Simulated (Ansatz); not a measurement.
A structure relaxed at PBE0-D4/def2-TZVP, charge 0, multiplicity 1:

```xyz
11

Si   -0.1700    0.8345   -1.8041
Ge   -0.6297   -0.7422   -0.0832
Si    0.6478   -0.2711    1.8673
H     1.2767    0.7959   -2.1462
H    -0.5110    2.2036   -1.3345
H    -0.9607    0.5354   -3.0272
H    -2.1310   -0.7066    0.2613
H    -0.3023   -2.1622   -0.5833
H     0.3582   -1.2535    2.9451
H     0.3240    1.0934    2.3617
H     2.0980   -0.3273    1.5432
```

Give its formula and SMILES.

GeH8Si2, `[SiH3][GeH2][SiH3]`.

Point group (tolerance 0.08 Å, 0.16 Å for H)?

C2v.

Summarise the bond lengths by kind.

2 × Ge–Si 2.379 Å; 6 × H–Si 1.487 Å; 2 × Ge–H 1.541 Å.

Program: Ansatz 0.2.0.
